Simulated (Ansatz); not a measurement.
Geometry optimisation, RKS B3LYP-D4/cc-pVDZ (Ansatz 0.2.0).

The input (input.yaml):

```yaml
crystal:
  periodic: [false, false, false]
  atoms:
    - { symbol: B, position_ang: [-0.04038, 0.245932, -0.049353] }
    - { symbol: H, position_ang: [-0.065107, 0.378029, 1.139131] }
    - { symbol: F, position_ang: [1.116948, 0.137823, -0.683508] }
    - { symbol: Cl, position_ang: [-1.529994, 0.35332, -0.977353] }
    - { symbol: F, position_ang: [-0.107897, -2.071526, 0.933788] }
    - { symbol: H, position_ang: [-0.165869, -1.426478, 1.597694] }
basis:
  gaussian: { orbitals: cc-pVDZ }
hamiltonian:
  xc: b3lyp
  dispersion: d4
relax:
  f_tol: 0.03
  max_steps: 50
output:
  orbitals: {}
```

Run as:

```bash
$ ansatz run input.yaml --threads 1 --pin off --max-ram 2048MiB --backend cpu --events-out ev --progress --plain --runs-dir out
```

Q: Where does it end, and by what steps?

A: The forces met the threshold. After 33 steps the energy has fallen by 0.113 eV; H6 moved furthest, 0.97 Å.

```csv
step,energy less start (eV),largest force component (eV/Å),accepted
0,0.0000,0.194,yes
2,0.0523,2.170,no
4,-0.0434,0.085,yes
6,-0.0439,0.354,yes
8,-0.0473,0.126,yes
10,-0.0493,0.367,no
12,-0.0482,0.556,no
14,-0.0519,0.183,yes
16,-0.0579,0.098,yes
18,0.0026,2.170,no
20,-0.0619,0.860,no
22,-0.0712,0.134,yes
24,-0.0832,0.310,yes
26,-0.0927,0.935,no
28,-0.1037,0.411,yes
30,-0.1098,0.111,yes
32,-0.1123,0.236,yes
33,-0.1130,0.003,yes
```

```xyz
6
Properties=species:S:1:pos:R:3
B 0.055 0.301 0.040
H 0.210 0.993 1.001
F 1.061 -0.026 -0.759
Cl -1.602 -0.059 -0.543
F 0.150 -1.635 1.271
H -0.666 -1.957 0.950
```

Whether the end is a true minimum wasn't checked by a vibrational analysis.

Time of the run: 85 s on 1 thread of Arm Neoverse V1, on a shared host, peak memory 0.14 GiB.
